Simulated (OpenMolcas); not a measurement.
Levels of C2+ by method

| Quantity | Value |
| --- | --- |
| Program | OpenMolcas |
| Basis | ANO-RCC-VDZ [3s2p] |
| Scalar Hamiltonian | DKH2, point nucleus |
| Active space | 2 electrons in 4 orbitals (2s 2p) |
| State averaging | 2S+1 = 3 even, 3 roots; 2S+1 = 1 even, 7 roots; 2S+1 = 3 odd, 3 roots; 2S+1 = 1 odd, 3 roots |
| Spin-orbit coupling | RASSI with atomic mean-field integrals over the reference wave functions, term energies averaged over their components |

Methods on the same reference wave functions:
A. CASSCF
B. SS-CASPT2, IPEA 0.25 Eh, imaginary shift 0.1 Eh (closed shells correlated: 1s)
C. MS-CASPT2, IPEA 0.25 Eh, imaginary shift 0.1 Eh (closed shells correlated: 1s)

Energies in cm-1 above 2s2 1S0, the measured ground level; measured values from Moore, Selected Tables of Atomic Spectra, NSRDS-NBS 3, section 3.

```
      Level       A       B       C  Measured
    2s2 1S0     0.0     0.0     0.0       0.0
2s 2p 3P* 0   52955   53312   53313     52367
2s 2p 3P* 1   52982   53339   53340     52391
2s 2p 3P* 2   53035   53392   53393     52447
2s 2p 1P* 1  113503  113316  113317    102352
    2p2 3P0  139146  139202  139203    137426
    2p2 3P1  139172  139228  139229    137454
    2p2 3P2  139223  139280  139281    137502
    2p2 1D2  156188  156067  156068    145876
    2p2 1S0  196334  193566  193567    182520
```

Deviations, from unrounded energies. A percentage is the sum of absolute deviations over the sum of measured energies, with the sign that they share, or ± where signs differ.

```csv
Against measurement,Levels,A,B,C
mean absolute deviation (cm-1),9,4700,4500,4500
other configurations (%),9,+4.2,+4.0,+4.0
```

A, B, C lie about equally close to measurement. The largest miss of B in the table is 2p2 1S0, by +11000 cm-1. The ranking rests on the paired levels alone, and a cruder setting can come out closer through cancelling errors.

Between B and C no level of the table moves by more than 5 cm-1.

The lowest spin-free term lies below A's lowest term by 0.003 hartree in B, 0.003 hartree in C.

Measured partners are found by configuration, term and J. A level has none where our copy of the source lacks it or the pairing is in doubt (some pairs that miss far off the trend of their configuration count as doubtful), and it then counts in no deviation. Only configurations of the active space appear.

* marks odd parity.
